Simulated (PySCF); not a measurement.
# Calculated NMR parameters of Cc1cpc([SiH3])pc1

```
Formula                               : C5H8P2Si
SMILES                                : Cc1cpc([SiH3])pc1
Point group of the computed structure : C1
Carbon signals                        : 4
Proton signals                        : 3
```

Bonds (- single, = double, # triple, : aromatic): C1-C2, C2:C3, C3:P4, P4:C5, C5-Si6, C5:P7, P7:C8, C8:C2. C1 carries H9, H10, H11; C3 carries H12; Si6 carries H13, H14, H15; C8 carries H16.

- shieldings: GIAO PBE0/pcSseg-1
- structure optimised with GFN2-xTB
- code: PySCF 2.14.0 with density-fitted response routines
- no solvent model, equivalent nuclei averaged, one computed conformer, no relativistic terms

Scale: $^{1}$H and $^{13}$C and $^{29}$Si vs TMS; $^{31}$P against H3PO4 (reference shieldings calculated alike).

```tsv
carbon	δC, type	δH (multiplicity)	HMBC from (2–3 bonds)	span of the C tensor (ppm)
C1	31.2, CH3	2.75 (s)	H12/H16	66
C2	145.0, C	–	H12/H16, H9/H10/H11	254
C3/C8	162.0, CH	9.21 (m)	H12/H16, H9/H10/H11	301
C5	198.5, C	–	H12/H16, H13/H14/H15	439
```

Other nuclei:
```tsv
atoms	nucleus	environment	δ (ppm)	σ (ppm)
H13/H14/H15	$^{1}$H	hydrogen on a silicon bonded to C	5.00	26.71
P4/P7	$^{31}$P	phosphorus bonded to 2 C, in a 6-membered ring	305.5	12.9
Si6	$^{29}$Si	silicon bonded to C, 3 H	-63.8	412.9
```

1. δC 198.5, 145.0: substituted aromatic carbon.
2. δC 162.0: aromatic CH.
3. δC 31.2: methyl carbon on an aromatic ring; aliphatic region, no heteroatom directly attached.
4. δH 9.21: hydrogen on an aromatic CH; it sits in the deshielding region of the aromatic ring current.
5. δH 2.75: hydrogen on a methyl carbon on an aromatic ring; benzylic-type position, deshielded by the ring.

Splittings by $^{31}$P in the carbon and heteronuclear signals aren't shown, as no couplings were computed. Shifts are as computed. Against solution values, carbons near 30 ppm lie about +3 ppm off and those near 130 ppm about +5 ppm. Of 1211 compounds with measured shifts, 218 miss one by over three times the rms of a fit or turn the order of signals round; such compounds aren't used in these exercises. Experimental scales use liquid or dissolved standards, which lie at an offset from isolated H3PO4. Multiplicities follow the n + 1 count of equivalent neighbours, as no J values were calculated; m marks all less simple cases, F and P coupling included.
